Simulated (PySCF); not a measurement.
PySCF input for H₄O₂SiZn, SMILES [O]([Zn][OH])[SiH3], PBE0/pcSseg-1. The structure is a stationary point at PBE0-D3(BJ)/def2-SVP. The structure was generated by enumeration; whether it is a known compound was not checked. Other conformers were not sampled.

```python
import numpy as np
from pyscf import gto, scf, dft
from pyscf.prop.nmr import rks as nmr

mol = gto.M(
    atom='''
    Zn    0.41060501    0.13579574    0.71996475
    O     0.83283754    0.75649913    2.31482981
    H     1.65788476    1.25096441    2.34579725
    O    -0.05530142   -0.59288828   -0.81389874
    Si   -1.12601707   -0.40084812   -2.04255743
    H    -2.54642506   -0.52868966   -1.57502291
    H    -0.88803200   -1.44040879   -3.08968286
    H    -0.99762812    0.94724857   -2.69167873
    ''',
    basis='pcSseg-1',
    charge=0,
    spin=0,
    max_memory=1600,
    verbose=3,
)
mf = dft.RKS(mol, xc='pbe0')
mf.grids.level = 3
mf.conv_tol = 1e-10
mf.max_cycle = 100
mf.kernel()
n = nmr.NMR(mf)
n.verbose = 2
n.max_cycle_cphf = 60
sigma = n.kernel()
print('atom   isotropic/ppm   span/ppm')
for i, s in enumerate(sigma):
    w = np.linalg.eigvalsh((s + s.T) / 2)
    print(f'{mol.atom_symbol(i):2s}{i + 1:3d} {w.mean():14.3f} {w[2] - w[0]:11.3f}')
```

Output:

```
converged SCF energy = -2221.04951706446
atom   isotropic/ppm   span/ppm
Zn  1       1650.603    1293.293
O   2        369.381      33.289
H   3         31.267      25.874
O   4        352.098      93.357
Si  5        387.751     153.333
H   6         26.042       8.665
H   7         26.103       8.582
H   8         26.063       8.677
```

Self-consistency was reached.
